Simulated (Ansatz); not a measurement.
Born–Oppenheimer molecular dynamics of Cl$_{2}$FH$_{3}$NOTa (9 atoms, charge 0, multiplicity 1). It starts from a relaxed structure.

These are results of RKS PBE0-D4/def2-SVP in Ansatz, not measurements.

| Property | Result |
| --- | --- |
| ensemble | NVT, Langevin thermostat |
| time step | 1 fs |
| steps asked | 150 |
| set temperature | 200 K |
| friction | 0.02 /fs |
| seed | 116242 |

First frame:

```xyz
9
Properties=species:S:1:pos:R:3
Ta 0.124 -0.052 0.121
O 1.964 -0.163 -0.175
H 2.816 -0.216 0.266
N -0.470 -0.021 1.994
H -0.744 -0.850 2.513
H -0.641 0.833 2.517
F -1.004 0.019 -1.382
Cl 0.071 2.293 0.279
Cl -0.210 -2.374 0.269
```

(1) How far do the bonds stretch over the last three quarters of this one trajectory? (Pairs bonded in most of those frames.)

## Answers

(1) 
```tsv
bond	mean (Å)	spread (Å)	shortest	longest
Ta1–O2	1.858	0.016	1.83	1.89
Ta1–N4	1.962	0.020	1.93	2.00
Ta1–F7	1.875	0.034	1.82	1.93
Ta1–Cl8	2.367	0.025	2.33	2.41
Ta1–Cl9	2.367	0.011	2.35	2.39
O2–H3	0.961	0.014	0.93	0.99
N4–H5	1.018	0.022	0.98	1.06
N4–H6	1.020	0.034	0.96	1.09
```

Mean temperature of the second half: 176 K. The mean temperature of the second half is 12 % below the set value. A run of 0.15 ps of so small a system gives no equilibrium averages.

The run took 7.7 min on 2 threads of Intel(R) Xeon(R) 6975P-C (Granite Rapids), with other jobs on the host, peak memory 0.35 GiB.
